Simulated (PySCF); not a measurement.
## PBE on F³⁺ (fluorine, charge +3)

Configuration: [He] 2s2 2p2, high-spin 3P determinant. All numbers are calculated (PySCF 2.14, no relativity, point nucleus, in aug-cc-pVQZ with one added diffuse shell each of s, p, d, f, g type (7s6p5d4f3g, 105 functions)).

```json
{
 "Total energy": "-95.4126 hartree",
 "One-electron energy": "-118.1737 hartree",
 "Hartree (Coulomb) energy": "31.3010 hartree",
 "Exchange-correlation energy": "-8.5398 hartree",
 "Kinetic energy": "95.27125 hartree",
 "⟨S²⟩": "2.0010",
 "⟨L²⟩": "2.003",
 "Sum of ⟨r⟩": "3.751 bohr",
 "Sum of ⟨r²⟩": "3.580 bohr²",
 "Traceless quadrupole moment −½Σ⟨3z² − r²⟩ along its main axis": "0.315 e·bohr²",
 "Density at the nucleus (Gaussians lack the cusp)": "447 bohr⁻³",
 "Spin density at the nucleus": "-0.344 bohr⁻³",
 "Langevin diamagnetic susceptibility": "-2.84 ×10⁻⁶ cm³/mol"
}
```

| shell | electrons | mean orbital energy (hartree) | rms radius, mean of both spins (bohr) |
| --- | --- | --- | --- |
| 1s α | 1 | -27.22628 | 0.205 |
| 1s β | 1 | -27.14729 | 0.205 |
| 2s α | 1 | -3.41449 | 0.959 |
| 2s β | 1 | -3.22184 | 0.959 |
| 2p α | 2 | -2.75809 | 0.911 |
